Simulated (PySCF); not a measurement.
Compound: CH₆GaNSi.
Bonds: Si1–C2, C2–N3 (triple), N3–Ga4. Hydrogens: H5, H6, H7 on Si1; H8, H9, H10 on Ga4.

Method: PBE0-D3(BJ)/def2-SVP geometry optimisation, gas phase in PySCF 2.14.0.

(1) How far are the bound atoms from Ga4?

(2) List the angles at Ga4.

(3) What is the shape at Ga4?

(4) What are the other bond lengths?

(5) Give some angles away from the centre.

(6) What are the rotational constants (commonest isotopes, rigid rotor)?

Answers

(1) 4 atoms: H9 1.579 Å, H10 1.579 Å, H8 1.579 Å, N3 2.146 Å. The nearest atom not counted as bound is C2, at 3.30 Å.

(2) 
```tsv
angle	degrees	distance of the outer atoms (Å)
H9–Ga4–H10	118.5	2.71
H8–Ga4–H9	118.4	2.71
H8–Ga4–H10	118.3	2.71
N3–Ga4–H8	97.5	2.82
N3–Ga4–H9	97.4	2.82
N3–Ga4–H10	97.1	2.82
```

(3) Distorted tetrahedral: angles from 97.1° to 118.5°; τ4 = (360° − α − β)/141° = 0.87 with α and β the two widest (0 for a square, 1 for a tetrahedron).

(4) Si1–C2 1.873 Å; C2≡N3 1.155 Å; Si1–H5, Si1–H6, Si1–H7 1.485 Å.

(5) Si1–C2–N3 179.7°, C2–N3–Ga4 179.5°.

(6) A = 37278, B = 798.7, C = 798.7 MHz: a prolate symmetric top.

Point group: C3v (every atom within 0.08 Å of its image). Charge 0, singlet. No frequency check.
